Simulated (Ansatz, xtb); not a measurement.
Diatomic InRu, multiplicity 4 (lowest of 2S+1 = 2, 4, 6 at PBE0/def2-TZVPP; our sources give no spin for the ground state, which may be another). No spin–orbit coupling.

Seven points along R, fitted to fifth degree in 1/R; most abundant isotopes. In def2 and cc sets the state is the lowest found near the PBE0 minimum, followed along R.

Correlated levels freeze the inner cores; with def2 sets outer-core shells near the valence are correlated too.

The values were computed with Ansatz (an electronic-structure program); xtb for the GFN methods. Values without a source in brackets are computed. In def2 rows elements past Kr take small-core potentials, without spin–orbit coupling. The GFN methods have no spin term and hold the electronic entropy of 300 K.

| level | r_e (Å) | ω_e (cm⁻¹) | ω_e x_e (cm⁻¹) | dipole (D) |
|---|---|---|---|---|
| GFN1-xTB | 2.684 | 169 | 1.9 | - |
| r2SCAN/def2-TZVPP | 2.624 | (withheld) | 0.49 | 0.32 |
| B97M-V/def2-TZVPP | 2.732 | 155 | 0.45 | 0.44 |
| B3LYP/def2-TZVPP | 2.708 | 158 | 0.56 | 0.37 |
| PBE0/def2-TZVPP | 2.671 | 164 | 0.54 | 0.12 |
| BHLYP/def2-TZVPP | 2.767 | 147 | 0.42 | 0.10 |
| CAM-B3LYP/def2-TZVPP | 2.700 | 161 | 0.47 | 0.00 |
| B2PLYP/def2-TZVPP | (withheld) | (withheld) | 0.47 | - |

### Question
Fill in the missing entries.

### Answer

- B2PLYP/def2-TZVPP, r_e (Å): 2.666
- B2PLYP/def2-TZVPP, ω_e (cm⁻¹): 170
- r2SCAN/def2-TZVPP, ω_e (cm⁻¹): 179

Doubts at one or more of the structures used: a spin-contaminated determinant (r2SCAN/def2-TZVPP, B2PLYP/def2-TZVPP).
